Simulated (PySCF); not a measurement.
HO3V, SMILES [O]=[V](=[O])[OH], multiplicity 1. Heavy atoms are numbered as in [V:1](=[O:2])(=[O:3])[OH:4]. Hydrogens are named by the atom that carries them.

Coordinates come from a PBE0-D3(BJ)/def2-SVP optimisation. The geometry has at least one imaginary mode, so it is a saddle point at that level. The multiplicity is an assumed one; other spin states were not compared. Other conformers were not sampled.

These are PBE/pcSseg-1 (PySCF) values and carry that method's errors.

GIAO shieldings, no solvent; atoms alike by connectivity are averaged. δ = σ(ref) − σ: ¹⁷O against H2O (σ = 334.3 ppm); ¹H against TMS (σ = 31.49 ppm), references at their B3LYP-D3(BJ)/def2-TZVP geometries, non-relativistic.

Task: Estimate the chemical shifts. (An estimate is asked for; the answer gives what the named calculation found.)

Result: 
```
nucleus    atoms  count  δ (ppm)
-------  -------  -----  -------
¹⁷O           O2      2   1290.0
¹⁷O      O4 (OH)      1    313.9
¹H       H on O4      1     7.03
```
